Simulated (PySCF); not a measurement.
**Correlation energy of Zn⁺ (zinc, charge +1)**

[Ar] 3d10 4s1, 2S determinant. All numbers are calculated (PySCF 2.14, the non-relativistic Hamiltonian (point nucleus), in def2-TZVP). Frozen: [Ar]; 11 electrons correlated.

MP2 pair energies summed by pair of shells (mhartree):

```csv
pair,energy,share (%)
3d-3d,-345.68,95.0
3d-4s,-18.11,5.0
```

Total MP2 correlation energy: -363.79 mhartree.

Same-spin part -136.23 and opposite-spin part -227.56 mhartree; SCS-MP2 scales them by 1/3 and 6/5 to -318.48 mhartree.

```tsv
level	correlation energy (mhartree)
CCSD	-330.08
(T)	-5.67
CCSD(T)	-335.75
```

Diagnostics: T1 = 0.010, D1 = 0.0231, largest double amplitude 0.018.

Cost of the coupled-cluster step: 1.3 s of wall time on 1 thread of Intel(R) Xeon(R) 6975P-C (shared host), for 11 correlated electrons.

Iterations:

```
CC2 = 0
CCSD nocc = (np.int64(6), np.int64(5)), nmo = (39, 39)
frozen orbitals [[0, 1, 2, 3, 4, 5, 6, 7, 8], [0, 1, 2, 3, 4, 5, 6, 7, 8]]
max_cycle = 100
direct = 0
conv_tol = 1e-08
conv_tol_normt = 1e-06
diis_space = 8
diis_start_cycle = 0
Init t2, MP2 energy = -0.363785882520284
Init E_corr(UCCSD) = -0.363785882533299
cycle = 1  E_corr(UCCSD) = -0.318707393408025  dE = 0.0450784891  norm(t1,t2) = 0.0713616
cycle = 2  E_corr(UCCSD) = -0.332748200923169  dE = -0.0140408075  norm(t1,t2) = 0.0276311
cycle = 3  E_corr(UCCSD) = -0.329969917775212  dE = 0.00277828315  norm(t1,t2) = 0.0138689
cycle = 4  E_corr(UCCSD) = -0.329943049634767  dE = 2.68681404e-05  norm(t1,t2) = 0.00222015
cycle = 5  E_corr(UCCSD) = -0.330080547703069  dE = -0.000137498068  norm(t1,t2) = 0.000446126
cycle = 6  E_corr(UCCSD) = -0.33008707231102  dE = -6.52460795e-06  norm(t1,t2) = 7.62869e-05
cycle = 7  E_corr(UCCSD) = -0.330081340713899  dE = 5.73159712e-06  norm(t1,t2) = 2.14824e-05
cycle = 8  E_corr(UCCSD) = -0.330081885181482  dE = -5.44467583e-07  norm(t1,t2) = 4.8367e-06
cycle = 9  E_corr(UCCSD) = -0.330082079782903  dE = -1.94601421e-07  norm(t1,t2) = 1.16428e-06
cycle = 10  E_corr(UCCSD) = -0.330082103270439  dE = -2.34875357e-08  norm(t1,t2) = 2.15849e-07
cycle = 11  E_corr(UCCSD) = -0.330082101511572  dE = 1.75886705e-09  norm(t1,t2) = 5.14862e-08
UCCSD converged
E(UCCSD) = -1777.856523485031  E_corr = -0.330082101511572
UCCSD(T) correction = -0.00566967309639395
```
